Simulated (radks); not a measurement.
Problem. Valence configurations of Ar III (all share [Ne]). Method: scalar-relativistic Kohn-Sham, LDA (Slater exchange, Perdew-Wang correlation), spin-unpolarised, spherical densities, finite nucleus; Fermi nuclear charge, rms radius 3.4274 fm; computed with a radial shooting solver on a logarithmic mesh with Libxc functionals. Order these by energy: 3s1.5 3p4.5; 3s2 3p4; 3p6; 3s1 3p5.

Solution. From the lowest, in eV above it: 3s2 3p4 0.000; 3s1.5 3p4.5 7.492; 3s1 3p5 14.999; 3p6 30.056. NIST lists [Ne] 3s2 3p4 as the ground configuration; this level of theory agrees among the configurations tried. The energies are those of spherical spin-averaged densities, not of single terms.
